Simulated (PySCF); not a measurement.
**How methods differ on the fine-structure interval of Ge⁺**

Ge⁺ [Ar] 3d10 4s2 4p1 [4p1/2^1, M_J = 1/2] → Ge⁺ [Ar] 3d10 4s2 4p1 [4p3/2^1, M_J = 3/2], as a difference of total energies. Calculation: PySCF 2.14, in x2c-TZVPall-2c with one added diffuse shell each of s, p, d type (7s8p5d1f, 63 functions); the two-component X2C-1e Hamiltonian. Correlated levels: [Ne] frozen. "Screened" scales the spin-orbit matrix elements by Boettger's factors to mimic the two-electron term; Breit and QED terms are absent.

```tsv
method	fine-structure interval (cm⁻¹)	error (cm⁻¹)
GHF (screened spin-orbit)	2589.9	+823
GMP2 (screened spin-orbit)	1698.3	-69
GHF (bare spin-orbit)	2696.7	+929
```

Reference: 1767.4 cm⁻¹ (measured; NIST Handbook of Basic Atomic Spectroscopic Data (Sansonetti and Martin, J. Phys. Chem. Ref. Data 34, 1559 (2005))).

Errors of the correlated levels include the incompleteness of this basis and the frozen core.

GHF and GMP2 differ strongly here because the two determinants are spin-polarised to different degrees; the interval is a small difference of such terms.
